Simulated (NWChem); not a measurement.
System: CH4F2OSn; SMILES [CH3][Sn]([OH])([F])[F]

Input file for NWChem:

```
start job
memory heap 200 mb stack 900 mb global 1100 mb
geometry units angstroms noautosym nocenter noautoz
  C      0.017526    -2.124188    -0.077505
  Sn     0.009584    -0.013421     0.022221
  O      0.020586     0.869657    -1.726293
  F     -1.500147     0.689984     1.000644
  F      1.498506     0.698475     1.026036
  H      0.918092    -2.493566     0.429603
  H     -0.883273    -2.499866     0.424546
  H      0.021494    -2.425421    -1.132925
  H      0.006678     1.832133    -1.653658
end
basis spherical
  C library sto-3g
  Sn library sto-3g
  O library sto-3g
  F library sto-3g
  H library sto-3g
end
dft
  xc b3lyp
  iterations 150
end
property
  response 1 0.0773
end
task dft property
```

STO-3G and 3-21G are far too small for this property and stand as cheap habits. The geometry was optimised at PBE0/def2-SVP (def2 core potentials past Kr). Not confirmed as a minimum by frequencies. B3LYP is NWChem's, with the RPA form of VWN correlation.

Field at 589 nm.

What results follow from this input? (B3LYP/STO-3G, non-relativistic.) Quantities: isotropic polarisability (bohr³); anisotropy (bohr³).


```
Property                          Value
--------------------------------  -----
isotropic polarisability (bohr³)   25.4
anisotropy (bohr³)                  8.3
```
